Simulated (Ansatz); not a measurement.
Ansatz (a quantum-chemistry and plane-wave program) input (B3LYP-D3(BJ)/def2-TZVP):

Ansatz 0.2 input:
```yaml
crystal:
  periodic: [false, false, false]
  atoms:
    - {symbol: Ta, position_ang: [0.03657304, 0.01619123, -0.03625694]}
    - {symbol: O, position_ang: [1.14190965, 0.83922917, -1.05999891]}
    - {symbol: O, position_ang: [1.04159325, -0.88048971, 1.24389716]}
    - {symbol: H, position_ang: [1.93973297, -1.04634738, 1.53588868]}
    - {symbol: O, position_ang: [-0.92560768, -1.16118694, -1.10500378]}
    - {symbol: H, position_ang: [-1.02516699, -1.47243710, -2.00639392]}
    - {symbol: O, position_ang: [-1.06301493, 1.30404680, 0.72956573]}
    - {symbol: H, position_ang: [-1.23633982, 2.24662366, 0.75814771]}
basis:
  gaussian:
    orbitals: def2-TZVP
hamiltonian:
  xc: b3lyp
  dispersion: d3bj
relax: {f_tol: 0.002, max_steps: 150}
```

Output:

```
Functional definition: B3LYP
integrals: 0.09 GiB planned
1110 factors; their error is unknown
mean field: 0.83 GiB planned
mean field evaluation 1: about -9776.0388 eV, gradient 1.2e2 eV
mean field evaluation 2: about -9639.0986 eV, gradient 2.9e2 eV
mean field evaluation 4: about -9797.9723 eV, gradient 3.1e1 eV
mean field evaluation 8: about -9799.5370 eV, gradient 7.9e-2 eV
mean field evaluation 16: about -9799.5531 eV, gradient 5.9e-5 eV
mean field -9799.55312480 eV, -360.1269349607 hartree, gradient 5.9e-5 eV, S^2 0.000000; 0 other end points of the search recorded, 0 dependent functions left out
the calculation of the forces begins
reference -9799.55337192 eV, -360.1269440423 hartree; 24, 24 occupied and 158, 158 virtual orbitals, 1110 factors
relax step   1: F+E_penalty+E_count = -9799.81205441 eV  Δ(F+E_penalty+E_count) = +0.000e0 eV  max|allowed force component| = 1.481e0 eV/Å  Δτ_max = 0.0000 Å  (30 SCF iters, accepted)
these checks for a lower state are left out or cut short: starts, cluster_reference, orbital_swaps, neighbouring_geometries, increment
integrals: 0.09 GiB planned
1110 factors; their error is unknown
mean field: 0.83 GiB planned
mean field -9799.72868625 eV, -360.1333867249 hartree, gradient 2.4e-5 eV, S^2 0.000000; 0 other end points of the search recorded, 0 dependent functions left out
the calculation of the forces begins
reference -9799.72893386 eV, -360.1333958244 hartree; 24, 24 occupied and 158, 158 virtual orbitals, 1110 factors
relax step   2: F+E_penalty+E_count = -9799.98291778 eV  Δ(F+E_penalty+E_count) = -1.709e-1 eV  max|allowed force component| = 2.813e-1 eV/Å  Δτ_max = 0.0792 Å  (39 SCF iters, accepted)
these checks for a lower state are left out or cut short: starts, cluster_reference, orbital_swaps, neighbouring_geometries, increment
integrals: 0.09 GiB planned
1110 factors; their error is unknown
mean field: 0.83 GiB planned
mean field evaluation 32: about -9799.7426 eV, gradient 1.9e-5 eV
mean field -9799.74258798 eV, -360.1338976041 hartree, gradient 1.9e-5 eV, S^2 0.000000; 0 other end points of the search recorded, 0 dependent functions left out
the calculation of the forces begins
reference -9799.74283540 eV, -360.1339066967 hartree; 24, 24 occupied and 158, 158 virtual orbitals, 1110 factors
relax step   3: F+E_penalty+E_count = -9799.99732179 eV  Δ(F+E_penalty+E_count) = -1.440e-2 eV  max|allowed force component| = 1.205e-1 eV/Å  Δτ_max = 0.0166 Å  (33 SCF iters, accepted)
these checks for a lower state are left out or cut short: starts, cluster_reference, orbital_swaps, neighbouring_geometries, increment
integrals: 0.09 GiB planned
1110 factors; their error is unknown
mean field: 0.83 GiB planned
mean field -9799.76114318 eV, -360.1345794953 hartree, gradient 2.6e-5 eV, S^2 0.000000; 0 other end points of the search recorded, 0 dependent functions left out
the calculation of the forces begins
reference -9799.76138917 eV, -360.1345885350 hartree; 24, 24 occupied and 158, 158 virtual orbitals, 1110 factors
relax step   4: F+E_penalty+E_count = -9800.01687195 eV  Δ(F+E_penalty+E_count) = -1.955e-2 eV  max|allowed force component| = 4.097e-1 eV/Å  Δτ_max = 0.0684 Å  (32 SCF iters, accepted)
these checks for a lower state are left out or cut short: starts, cluster_reference, orbital_swaps, neighbouring_geometries, increment
integrals: 0.09 GiB planned
1110 factors; their error is unknown
mean field: 0.83 GiB planned
mean field -9799.75085729 eV, -360.1342014958 hartree, gradient 9.9e-6 eV, S^2 0.000000; 0 other end points of the search recorded, 0 dependent functions left out
the calculation of the forces begins
reference -9799.75110467 eV, -360.1342105866 hartree; 24, 24 occupied and 158, 158 virtual orbitals, 1110 factors
relax step   5: F+E_penalty+E_count = -9800.00884369 eV  Δ(F+E_penalty+E_count) = +8.028e-3 eV  max|allowed force component| = 7.358e-1 eV/Å  Δτ_max = 0.1037 Å  (40 SCF iters, rejected (line search))
these checks for a lower state are left out or cut short: starts, cluster_reference, orbital_swaps, neighbouring_geometries, increment
integrals: 0.09 GiB planned
1110 factors; their error is unknown
mean field: 0.83 GiB planned
mean field -9799.77531187 eV, -360.1351001850 hartree, gradient 1.8e-5 eV, S^2 0.000000; 0 other end points of the search recorded, 0 dependent functions left out
the calculation of the forces begins
reference -9799.77555796 eV, -360.1351092284 hartree; 24, 24 occupied and 158, 158 virtual orbitals, 1110 factors
relax step   6: F+E_penalty+E_count = -9800.03240265 eV  Δ(F+E_penalty+E_count) = -1.553e-2 eV  max|allowed force component| = 3.659e-2 eV/Å  Δτ_max = 0.0519 Å  (34 SCF iters, accepted)
these checks for a lower state are left out or cut short: starts, cluster_reference, orbital_swaps, neighbouring_geometries, increment
integrals: 0.09 GiB planned
1110 factors; their error is unknown
mean field: 0.83 GiB planned
mean field -9799.77531295 eV, -360.1351002248 hartree, gradient 2.3e-5 eV, S^2 0.000000; 0 other end points of the search recorded, 0 dependent functions left out
the calculation of the forces begins
reference -9799.77555909 eV, -360.1351092702 hartree; 24, 24 occupied and 158, 158 virtual orbitals, 1110 factors
relax step   7: F+E_penalty+E_count = -9800.03248092 eV  Δ(F+E_penalty+E_count) = -7.827e-5 eV  max|allowed force component| = 1.708e-3 eV/Å  Δτ_max = 0.0030 Å  (36 SCF iters, accepted)
integrals: 0.09 GiB planned
1110 factors; their error is unknown
mean field: 0.83 GiB planned
mean field evaluation 64: about -9775.3904 eV, gradient 1.2e2 eV
mean field -9799.77531295 eV, -360.1351002248 hartree, gradient 8.4e-5 eV, S^2 0.000000; 1 other end points of the search recorded, 0 dependent functions left out
the calculation of the forces begins
reference -9799.77555909 eV, -360.1351092702 hartree; 24, 24 occupied and 158, 158 virtual orbitals, 1110 factors
Total energy: -9800.03272705 eV, -360.1445600185 hartree
Atom 0 at     0.035747     0.015820    -0.036045 Å, force     0.000972     0.000623    -0.000842 eV/Å
Atom 1 at     1.151111     0.847050    -1.069397 Å, force    -0.001708    -0.001305     0.001554 eV/Å
Atom 2 at     1.015711    -0.933873     1.315053 Å, force     0.000304     0.000211    -0.000379 eV/Å
Atom 3 at     1.961201    -0.994539     1.467588 Å, force    -0.000873     0.000418    -0.000416 eV/Å
Atom 4 at    -0.992136    -1.222197    -1.084124 Å, force     0.000378     0.000229    -0.000357 eV/Å
Atom 5 at    -0.960761    -1.414075    -2.023858 Å, force     0.000220     0.000543     0.000924 eV/Å
Atom 6 at    -1.133891     1.296171     0.788784 Å, force     0.000341     0.000010    -0.000319 eV/Å
Atom 7 at    -1.167302     2.251272     0.701845 Å, force     0.000365    -0.000728    -0.000166 eV/Å
Dipole moment:     0.000696     0.000330    -0.000623 e Å
```
